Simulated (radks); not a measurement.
Q: Species: Sr+. Configuration: [Kr] 4d1 (not the ground configuration). Calculated with a radial shooting solver on a logarithmic mesh with Libxc functionals: scalar-relativistic Kohn-Sham, LDA (Slater exchange, Perdew-Wang correlation), spin-polarised, spherical densities, point nucleus; open shells are filled with parallel spins first (spin-orbit coupling, left out, can overturn this in heavy ions). Some entries of the table are withheld. Estimate them.

| orbital | occ. | eigenvalue (eV) | <r^2> (bohr^2) | <r> (bohr) |
|---|---|---|---|---|
| 1s down | 1 | -15917.41 | 0.002071 | 0.03921 |
| 1s up | 1 | -15917.40 | 0.002071 | 0.03921 |
| 2s up | 1 | -2159.484 | 0.03516 | 0.1727 |
| 2s down | 1 | -2159.450 | 0.03516 | 0.1727 |
| 2p up | 3 | -1920.977 | 0.02769 | 0.1505 |
| 2p down | 3 | -1920.952 | 0.02769 | 0.1505 |
| 3s up | 1 | -337.0515 | 0.2792 | 0.4931 |
| 3s down | 1 | -337.0277 | 0.2792 | 0.4931 |
| 3p up | 3 | -260.0935 | 0.2911 | 0.4992 |
| 3p down | 3 | -260.0680 | 0.2910 | 0.4992 |
| 3d up | 5 | (1) | 0.3033 | 0.4986 |
| 3d down | 5 | (2) | 0.3032 | 0.4986 |
| 4s up | 1 | -45.3952 | 2.109 | 1.361 |
| 4s down | 1 | -45.1148 | 2.098 | 1.357 |
| 4p up | 3 | -27.4551 | 2.881 | (3) |
| 4p down | 3 | -27.0924 | 2.853 | (4) |
| 4d up | 1 | (5) | 10.92 | 2.982 |
| 4d down | 0 | (6) | 11.29 | 3.015 |

A: 
(1) 3d up eigenvalue (eV): -132.5701
(2) 3d down eigenvalue (eV): -132.5337
(3) 4p up <r> (bohr): 1.579
(4) 4p down <r> (bohr): 1.572
(5) 4d up eigenvalue (eV): -5.9752
(6) 4d down eigenvalue (eV): -5.3978
